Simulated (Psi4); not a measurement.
H₂O₂Se, singlet, at a GFN2-xTB geometry. Base run: PBE/cc-pVDZ in Psi4.

Here is a job for Psi4.
```
memory 2 GB

molecule {
0 1
  Se    0.09261166   -0.11182991    0.38052706
  O     1.02218261    0.88282702   -0.77958701
  H     0.76709646    1.80999558   -0.74354247
  O    -1.26023194   -0.62985745   -0.66864923
  H    -2.01149812   -0.03153529   -0.60848763
}

set basis cc-pvdz

energy('pbe')
print_variables()
```

All variants below ran on the same shared machine, one core each. Differences are taken from the largest basis of the cc-pVXZ family in the series, which isn't the basis-set limit (cc-pVQZ: -2552.790434 Eh). The cheapest run took about 12 core-seconds (a rough figure).

| setting | basis functions | cost, times the cheapest (rough) | difference in total energy (mEh) |
|---|---|---|---|
| cc-pVDZ | 65 | 1 | 165.42 |
| cc-pVTZ | 131 | 2 | 20.81 |
| cc-pVQZ | 238 | 3 | reference |

Times come from a shared machine, hold the start-up and are rough. Total energies converge more slowly with the basis than energy differences do.
